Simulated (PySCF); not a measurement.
Sc: excitation energy

Sc [Ar] 3d1 4s2 (2D) → Sc [Ar] 3d1 4s1 4p1 (high-spin determinant), as a difference of total energies. Calculation: PySCF 2.14, in aug-cc-pwCVTZ-DK with one added diffuse shell each of s, p, d, f, g type (11s10p8d5f4g, 152 functions); scalar relativity by spin-free X2C-1e. Correlated levels: valence: [Ar] frozen; valence and next inner shell: [Ne] frozen; nothing frozen. The calculations carry no spin-orbit coupling.

| method | excitation energy (eV) |
| --- | --- |
| UHF | 0.955 |
| LDA | 2.021 |
| PBE | 1.889 |
| PBE0 | 1.725 |
| MP2 (valence) | 1.603 |
| SCS-MP2 (valence) | 1.804 |
| MP2 (valence and next inner shell) | 1.862 |
| SCS-MP2 (valence and next inner shell) | 1.983 |
| MP2 (all electrons) | 1.865 |
| SCS-MP2 (all electrons) | 1.986 |

**Question.** How much does correlation contribute at MP2 (all electrons)?

**Answer.** 1.865 − (0.955) = 0.910 eV, measured against UHF.

A first-order spin-orbit estimate (lowest level to lowest level, LS coupling) adds -0.008 eV.

The determinant of the upper state mixes LS terms, which raises its energy above the lowest term, most at the Hartree-Fock and MP2 levels.
